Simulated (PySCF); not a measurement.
## Structure from NMR data

An unknown has the formula C₅H₉ClOSi. Its calculated NMR data are:

¹H NMR (600 MHz, computed): δ 7.77 (d, 1H), 6.52 (d, 1H), 3.92 (t, 3H), 2.71 (t, 2H), 0.91 (m, 2H).

¹³C{¹H} NMR (computed): δ 200.5 (C), 153.9 (CH), 136.0 (CH), 44.5 (CH2), 5.2 (CH2).

Averaged over atoms made equivalent by symmetry, fast rotation or ring inversion, gas phase, one computed conformer, relativity neglected. GFN2-xTB structure; σ from GIAO-PBE0/pcSseg-1; PySCF 2.14.0 with density-fitted response routines.

Chemical shifts δ = σref − σ; ¹H (σref 31.72) and ¹³C (σref 186.93) vs TMS, all at this level.

Question: Which of these isomers gave the spectra?
A. [SiH3]O/C(Cl)=C\C1CC1
B. O=C(/C=C/Cl)CC[SiH3]
C. O=C(Cl)[C@H]1C[C@H]([SiH3])C1

Answer: B. 

- Rings plus π bonds: 2 (no ring in the answer).
- 5 carbon signals for 5 carbons: no two carbons are equivalent.
- Carbon types of the structure: 1 × C, 2 × CH, 2 × CH2, leaving 3 H on heteroatoms.
- δC 200.5: ketone carbonyl carbon; the double bond to the heteroatom, with no lone-pair donor beside it, deshields it most.
- δC 153.9: β carbon of a C=C–C=O unit; conjugation with the carbonyl draws π density from the β position.
- δC 136.0: α carbon of a C=C–C=O unit; as expected for a trigonal carbon in a double bond.
- δC 44.5: sp3 CH2 α to a carbonyl; the adjacent C=O deshields it moderately.
- δH 2.71: hydrogen on an sp3 CH2 α to a carbonyl; α to C=O.

The others: [SiH3]O/C(Cl)=C\C1CC1 would give 4 carbon signals, not 5; O=C(Cl)[C@H]1C[C@H]([SiH3])C1 would give 4 carbon signals, not 5.

Carbons that carry Cl, above all several Cl atoms, come out too deshielded, partly because spin–orbit coupling is missing. Shifts are as computed. Against solution values, carbons near 30 ppm lie about +3 ppm off and those near 130 ppm about +5 ppm; carbons on Cl a further +6 ppm. Of 1309 compounds with measured shifts, 239 miss one by over three times the rms of a fit or turn the order of signals round; such compounds aren't used in these exercises. Multiplicities follow the n + 1 count of equivalent neighbours, as no J values were calculated; m marks all less simple cases, F and P coupling included.
